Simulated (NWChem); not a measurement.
System: C$_{2}$H$_{4}$F$_{2}$Si; SMILES FC(F)=C[SiH3]

All runs: NWChem. Medium grid unless said otherwise, to which SCAN and Minnesota functionals are sensitive. Coordinates come from a B3LYP/6-31G* (spherical d) optimisation. Hybrids' shares of exact exchange are those that their runs print; pure functionals count as 0. The functionals differ in more than this share.

```
row               share of exact exchange  orbital gap (eV)
----------------  -----------------------  ----------------
PBE/def2-TZVP                        0.00              5.21
r2SCAN/def2-TZVP                     0.00              5.68
TPSSh/def2-TZVP                      0.10              6.29
B3LYP/def2-TZVP                      0.20              6.96
PBE0/def2-TZVP                       0.25              7.42
PW6B95/def2-TZVP                     0.28          withheld
```

**Question.** Fit a straight line of the last column on the one before it, predict the withheld value, and compare with the run.

**Answer.** 
1. Means of the 5 shown rows: x = 0.110, y = 6.312. Slope Σ(x − x̄)(y − ȳ)/Σ(x − x̄)² = 0.4044/0.05200 = 7.777; intercept 5.457.
2. The shown rows scatter about the line by 0.153 (root mean square); the largest residual is -0.25, at PBE/def2-TZVP.
3. At x = 0.28 (PW6B95/def2-TZVP; beyond the shown range) the line gives 7.63.
4. The run gives 7.57, -0.06 from the line, 0.4 times the scatter.
